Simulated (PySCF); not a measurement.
Point groups of optimised structures. Theory: PBE0-D3(BJ)/def2-SVP geometry optimisation, gas phase (PySCF 2.14.0). The symmetry is that of the one conformer found, every atom within 0.08 Å of its image; none is proved a minimum here.

Problem. What symmetry has `[F:1][GeH2:2][NH:3][SiH3:4]` with F1–Ge2–N3–Si4 -85°?

Solution. C1; near-prolate asymmetric top; symmetry number 1; this conformer is chiral (no improper operation); dipole 2.12 D; A, B, C = 8343, 1685, 1532 MHz.

Problem. What symmetry has `[O:1]=[CH:2][NH:3][GeH3:4]` with O1–C2–N3–Ge4 0°, H–Ge4–N3–C2 -61° (nearest H)?

Solution. Cs; near-prolate asymmetric top; symmetry number 1; 2 operations, which sort the 9 atoms into 8 sets; dipole 3.39 D, in the ab plane, which is the mirror.

Problem. `[O:1]=[C:2]([Cl:3])/[CH:4]=[CH:5]/[Cl:6]` with O1–C2–C4–C5 -1°: symmetry, top, dipole?

Solution. Cs; near-prolate asymmetric top; symmetry number 1; 2 operations, which sort the 8 atoms into 8 sets; dipole 2.23 D, in the ab plane, which is the mirror.

Problem. What symmetry has `[O:1]=[C:2]=[C:3]([Cl:4])[CH2:5][Cl:6]` with C2–C3–C5–Cl6 104°?

Solution. C1; asymmetric top; symmetry number 1; this conformer is chiral (no improper operation); dipole 1.67 D; A, B, C = 2867, 1561, 1098 MHz.

Problem. Point group, rotor type and polarity of `C#Cc1cn2ccccc2n1`?

Solution. Cs; near-prolate asymmetric top; symmetry number 1; 2 operations, which sort the 17 atoms into 17 sets; dipole 3.77 D, in the ab plane, which is the mirror; A, B, C = 4000, 722.6, 612.1 MHz.

Problem. What symmetry has `[OH:1][SiH2:2][S:3][SiH3:4]` with H–O1–Si2–S3 1°, O1–Si2–S3–Si4 179°, H–Si4–S3–Si2 -60° (nearest H)?

Solution. Cs; near-prolate asymmetric top; symmetry number 1; 2 operations, which sort the 10 atoms into 8 sets; dipole 0.67 D, in the ab plane, which is the mirror; heavy atoms equivalent by symmetry: none.
